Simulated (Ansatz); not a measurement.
Frontier orbitals of C5H8O2 (`O=C1CCCCO1`).

The species carries charge 0 and has multiplicity 1. The geometry is a stationary point of PBE0-D4/def2-TZVP. Basis def2-TZVPP, the Gaussian-basis code of Ansatz.

```
functional  HOMO (eV)  LUMO (eV)
      BLYP      -5.91      -0.81
```

Give HOMO and LUMO (eV) with LDA (SPW92), PBE, revPBE, r2SCAN, B97M-V, PBE0, B3LYP, r2SCANh, r2SCAN0, HSE06 (plane-wave form), BHLYP, CAM-B3LYP, LC-ωPBE, ωB97X-V, ωB97M-V, HF. (Best estimate.)

Computed: 
```json
{"functional": "LDA (SPW92)", "HOMO": "-6.19", "LUMO": "-1.16"}
{"functional": "PBE", "HOMO": "-6.01", "LUMO": "-0.89"}
{"functional": "revPBE", "HOMO": "-5.93", "LUMO": "-0.79"}
{"functional": "r2SCAN", "HOMO": "-6.32", "LUMO": "-0.60"}
{"functional": "B97M-V", "HOMO": "-6.47", "LUMO": "-0.59"}
{"functional": "PBE0", "HOMO": "-7.62", "LUMO": "0.17"}
{"functional": "B3LYP", "HOMO": "-7.38", "LUMO": "-0.14"}
{"functional": "r2SCANh", "HOMO": "-6.93", "LUMO": "-0.21"}
{"functional": "r2SCAN0", "HOMO": "-7.85", "LUMO": "0.37"}
{"functional": "HSE06 (plane-wave form)", "HOMO": "-7.22", "LUMO": "-0.22"}
{"functional": "BHLYP", "HOMO": "-9.20", "LUMO": "1.10"}
{"functional": "CAM-B3LYP", "HOMO": "-9.10", "LUMO": "1.19"}
{"functional": "LC-ωPBE", "HOMO": "-10.40", "LUMO": "2.49"}
{"functional": "ωB97X-V", "HOMO": "-10.09", "LUMO": "2.32"}
{"functional": "ωB97M-V", "HOMO": "-10.04", "LUMO": "2.01"}
{"functional": "HF", "HOMO": "-11.65", "LUMO": "3.23"}
```

B3LYP here is the variant with VWN-RPA as its local correlation; programs differ in this. LC-ωPBE has ω = 0.4 bohr⁻¹. Positive LUMOs are unbound and depend on the basis.
